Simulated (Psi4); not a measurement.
H7Ge3 (SMILES [GeH3][GeH][GeH3]), doublet, at the geometry of the source list; WB97X/3-21G in Psi4.

Input for Psi4:
```
memory 2 GB

molecule mol {
0 2
Ge
Ge 1 2.455311
Ge 2 2.459059 1 109.405276
H  1 1.514518 2 116.472950 3 89.651193
H  1 1.512415 4 103.671494 2 126.445272
H  1 1.508372 5 102.880012 4 -107.510033
H  2 1.583967 1 98.134198 6 108.943787
H  3 1.509843 2 116.704052 7 -8.373410
H  3 1.514255 8 103.247874 7 130.554463
H  3 1.514416 8 104.169279 9 107.095436
}

set {
  basis 3-21g
  reference uks
}

energy('wb97x')
print_variables()
```

Q: Write the output that Psi4 gives for this input, abridged.

A: 
```
   => Loading Basis Set <=

    Name: 3-21G
    Role: ORBITAL
    Keyword: BASIS

         ---------------------------------------------------------
                                   SCF
               by Justin Turney, Rob Parrish, Andy Simmonett
                          and Daniel G. A. Smith
                              UKS Reference
         ---------------------------------------------------------

  ==> Geometry <==

    Molecular point group: c1
    Full point group: C1

    Geometry (in Angstrom), charge = 0, multiplicity = 2:

       Center              X                  Y                   Z               Mass
    ------------   -----------------  -----------------  -----------------  -----------------
         GE           0.006187616449     0.786561014566    -1.899654964116    73.921177761000
         GE           0.006187616449     0.786561014566     0.555656035884    73.921177761000
         GE           0.006187616449    -1.532803927418     1.372673435564    73.921177761000
         H           -1.349500350538     0.778307713910    -2.574789611070     1.007825032230
         H            0.722517746488    -0.391253052641    -2.521767735335     1.007825032230
         H            0.701297093503     1.970774240791    -2.523872826827     1.007825032230
         H           -1.530537758998     1.098325860527     0.779774884638     1.007825032230
         H           -1.261622479907    -2.019804754684     2.032304876953     1.007825032230
         H            1.071692787594    -1.830235609460     2.406695354967     1.007825032230
         H            0.284619320064    -2.563335610884     0.298459277749     1.007825032230

  Running in c1 symmetry.

  Rotational constants: A =      0.14385  B =      0.02621  C =      0.02265 [cm^-1]
  Rotational constants: A =   4312.52166  B =    785.80743  C =    679.02349 [MHz]
  Nuclear repulsion =  719.773092926810705

  Charge       = 0
  Multiplicity = 2
  Electrons    = 103
  Nalpha       = 52
  Nbeta        = 51

  ==> Algorithm <==

  SCF Algorithm Type is DF.
  DIIS enabled.
  MOM disabled.
  Fractional occupation disabled.
  Guess Type is SAD.
  Energy threshold   = 1.00e-06
  Density threshold  = 1.00e-06
  Integral threshold = 1.00e-12

  ==> Primary Basis <==

  Basis Set: 3-21G
    Blend: 3-21G
    Number of shells: 44
    Number of basis functions: 83
    Number of Cartesian functions: 83
    Spherical Harmonics?: false
    Max angular momentum: 2

  ==> DFT Potential <==

   => LibXC <=

    Version 7.1.2
    S. Lehtola, C. Steigemann, M. J. T. Oliveira, and M. A. L. Marques,  SoftwareX 7, 1–5 (2018) (10.1016/j.softx.2017.11.002)

   => Composite Functional: WB97X <=

    wB97X Hyb-GGA Exchange-Correlation Functional

    J.-D. Chai and M. Head-Gordon,  J. Chem. Phys. 128, 084106 (2008) (10.1063/1.2834918)

    Deriv               =              1
    GGA                 =           TRUE
    Meta                =          FALSE

    Exchange Hybrid     =           TRUE
    MP2 Hybrid          =          FALSE

   => Exchange-Correlation Functionals <=

    1.0000   wB97X range-separated functional

   => Exact (HF) Exchange <=

    0.8423            HF,LR [omega = 0.3000]
    0.1577               HF

   => LibXC Density Thresholds  <==

    XC_HYB_GGA_XC_WB97X:  1.00E-14

   => Molecular Quadrature <=

    Radial Scheme          =       TREUTLER
    Pruning Scheme         =           NONE
    Nuclear Scheme         =       TREUTLER

    Blocking Scheme        =         OCTREE
    BS radius alpha        =              1
    Pruning alpha          =              1
    Radial Points          =             75
    Spherical Points       =            302
    Total Points           =         214972
    Total Blocks           =           1665
    Max Points             =            256
    Max Functions          =             73
    Weights Tolerance      =       1.00E-15

   => Loading Basis Set <=

    Name: (3-21G AUX)
    Role: JKFIT
    Keyword: DF_BASIS_SCF

  ==> Integral Setup <==

  SCF_SUBTYPE=INCORE selected. In-core MEM_DF algorithm will be used.
  Using in-core AOs.

  ==> MemDFJK: Density-Fitted J/K Matrices <==

    J tasked:                   Yes
    K tasked:                   Yes
    wK tasked:                  Yes
    Omega:                3.000E-01
    Algorithm:                 Core
    Schwarz Cutoff:           1E-12
    Mask sparsity (%):      16.9546
    Fitting Condition:        1E-10

   => Auxiliary Basis Set <=

  Basis Set: (3-21G AUX)
    Blend: DEF2-UNIVERSAL-JKFIT
    Number of shells: 222
    Number of basis functions: 1253
    Number of Cartesian functions: 1253
    Spherical Harmonics?: false
    Max angular momentum: 5

  Minimum eigenvalue in the overlap matrix is 6.9804448354E-03.
  Reciprocal condition number of the overlap matrix is 1.6049825553E-03.
    Using symmetric orthogonalization.

  ==> Pre-Iterations <==

  SCF Guess: Superposition of Atomic Densities via on-the-fly atomic UHF (no occupation information).

   -------------------------
    Irrep   Nso     Nmo
   -------------------------
     A         83      83
   -------------------------
    Total      83      83
   -------------------------

  ==> Iterations <==

                           Total Energy        Delta E     RMS |[F,P]|

   @DF-UKS iter SAD: -6194.62718808207319   -6.19463e+03   0.00000e+00
   @DF-UKS iter   1: -6203.95070308289087   -9.32352e+00   1.92800e-02 ADIIS/DIIS
   @DF-UKS iter   2: -6204.99405264826328   -1.04335e+00   5.08134e-03 ADIIS/DIIS
   @DF-UKS iter   3: -6205.11283524990813   -1.18783e-01   5.40866e-04 ADIIS/DIIS
   @DF-UKS iter   4: -6205.11513259613366   -2.29735e-03   1.17476e-04 ADIIS/DIIS
   @DF-UKS iter   5: -6205.11544108920225   -3.08493e-04   5.43740e-05 DIIS
   @DF-UKS iter   6: -6205.11552261153793   -8.15223e-05   2.32069e-05 DIIS
   @DF-UKS iter   7: -6205.11554419650201   -2.15850e-05   8.45468e-06 DIIS
   @DF-UKS iter   8: -6205.11554703025195   -2.83375e-06   2.35956e-06 DIIS
   @DF-UKS iter   9: -6205.11554721772973   -1.87478e-07   6.74874e-07 DIIS
  Energy and wave function converged.

  ==> Post-Iterations <==

   Electrons on quadrature grid:
      Nalpha   =   52.0000565441 ; deviation = 5.654e-05
      Nbeta    =   51.0000616806 ; deviation = 6.168e-05
      Ntotal   =  103.0001182247 ; deviation = 1.182e-04

   @Spin Contamination Metric:   1.621267360E-03
   @S^2 Expected:                7.500000000E-01
   @S^2 Observed:                7.516212674E-01
   @S   Expected:                5.000000000E-01
   @S   Observed:                5.000000000E-01

    Orbital Energies [Eh]
    ---------------------

    Alpha Occupied:

[...]
      52A     -0.321067

    Alpha Virtual:

[...]
      83A      8.873018

    Beta Occupied:

[...]
    Beta Virtual:

[...]
    Final Occupation by Irrep:
              A
    DOCC [    51 ]
    SOCC [     1 ]
    NA   [    52 ]
    NB   [    51 ]

  @DF-UKS Final Energy: -6205.11554721772973

   => Energetics <=

    Nuclear Repulsion Energy =            719.7730929268107047
    One-Electron Energy =              -10095.5789595446367457
    Two-Electron Energy =                3359.3533821948117293
    DFT Exchange-Correlation Energy =    -188.6630627947153585
    Empirical Dispersion Energy =           0.0000000000000000
    VV10 Nonlocal Energy =                  0.0000000000000000
    Total Energy =                      -6205.1155472177297270

  UHF NO Occupations:
  HONO-2 :   50  A 1.9998633
  HONO-1 :   51  A 1.9995064
  HONO-0 :   52  A 1.0000000
  LUNO+0 :   53  A 0.0004936
  LUNO+1 :   54  A 0.0001367
  LUNO+2 :   55  A 0.0000815
  LUNO+3 :   56  A 0.0000437

Computation Completed

Properties will be evaluated at   0.000000,   0.000000,   0.000000 [a0]

Properties computed using the SCF density matrix

 Multipole Moments:

 ------------------------------------------------------------------------------------
     Multipole            Electronic (a.u.)      Nuclear  (a.u.)        Total (a.u.)
 ------------------------------------------------------------------------------------

 L = 1.  Multiply by 2.5417464519 to convert [e a0] to [Debye]
 Dipole X            :          1.4818429           -1.4504072            0.0314356
 Dipole Y            :          3.3278573           -3.1502527            0.1776045
 Dipole Z            :          2.3671002           -2.2404811            0.1266190
 Magnitude           :                                                    0.2203723

 ------------------------------------------------------------------------------------

  Variable Map:
  ----------------------------------------------------------------------------
[...]
  Array Variable Map:
  ----------------------------------------------------------------------------
[...]
[...]
```
